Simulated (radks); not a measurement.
Results of a calculation; reference values are marked as such.
Spherical quantum dot in the effective-mass picture: electrons in a hard-walled sphere of radius 1.3, with a point charge +2 (a donor) at the centre, all in effective atomic units (hartree* = m*/eps^2 hartree, bohr* = eps/m* bohr), one dielectric constant everywhere. Level of theory: non-relativistic Kohn-Sham, PBE, spin-polarised, spherical densities (a radial shooting solver with Libxc functionals). Levels are named by radial order and angular momentum (1s, 1p, 1d, 2s, ...), and open shells are averaged over m. Results are scaled to m* = 0.063 and eps = 15.4, for which hartree* = 7.229 meV and bohr* = 12.94 nm.

N = 26, configuration 1s2 1p6 1d10 2s2 1f(up 6, down 0). This is the lowest configuration that the search found. Occupied and some empty levels:

level,occupation,eigenvalue (meV),<r> (nm)
1s up,1,197.77,9.240
1s down,1,198.89,9.141
1p up,3,215.80,10.78
1p down,3,217.32,10.75
1d up,5,239.33,11.49
1d down,5,241.02,11.47
2s up,1,250.89,7.607
2s down,1,251.62,7.670
1f up,6,269.15,11.98
1f down,0,270.94,11.97
2p up,0,301.57,8.729
2p down,0,302.37,8.735
1g up,0,304.97,12.36
1g down,0,306.83,12.35
2d up,0,351.03,9.529
2d down,0,352.01,9.525

Energy (meV): total 3694.54, kinetic 1854.6, external -512.46, Hartree 2595.5, exchange-correlation -243.14.
